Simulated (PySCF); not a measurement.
Electron correlation in Cu⁺ (copper, charge +1)

[Ar] 3d9 4s1, high-spin 3D determinant (an excited configuration). All numbers are calculated (PySCF 2.14, the non-relativistic Hamiltonian (point nucleus), in def2-TZVPPD). Frozen: [Ne]; 18 electrons correlated.

| level | correlation energy (mhartree) |
| --- | --- |
| CCSD | -625.43 |
| (T) | -11.88 |
| CCSD(T) | -637.31 |

Diagnostics: T1 = 0.011, D1 = 0.0276, largest double amplitude 0.017.

Cost of the coupled-cluster step: roughly 40 core-seconds, for 18 correlated electrons.

This basis was not built for core-valence correlation, so the inner-shell part is incomplete.
